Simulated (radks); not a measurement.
Polarisability of neutral chlorine, [Ne] 3s2 3p5, at imaginary frequency. All-electron calculation, non-relativistic Kohn-Sham, PBE, spin-unpolarised, spherical densities, point nucleus. Program: a radial shooting solver on a logarithmic mesh with Libxc functionals. Response by self-consistent Sternheimer equations with the Hartree and adiabatic LDA kernel.

w (hartree)  alpha1(iw) (bohr^3)
0.00266                    15.83
0.0143                     15.81
0.0360                     15.74
0.0697                     15.49
0.118                      14.90
0.186                      13.78
0.280                      11.99
0.413                      9.618
0.605                      6.972
0.892                      4.486
1.35                       2.523
2.12                       1.224
3.59                      0.5054
6.94                      0.1704
17.5                     0.03751

Static values: alpha1 = 15.83 bohr^3 (2.346 angstrom^3; uncoupled 23.69). C6 = 100.3, triple-dipole C9 = 1147 atomic units. One-pole (London) frequency 4 C6 / (3 alpha1^2) = 0.534 hartree, against 0.316 for minus the highest occupied eigenvalue. Recommended static value: 14.6 bohr^3 (Schwerdtfeger and Nagle, 2023 table).

Beside tabulated values, note that spin-unpolarised runs miss the spin-polarisation part of the exchange energy of open shells.
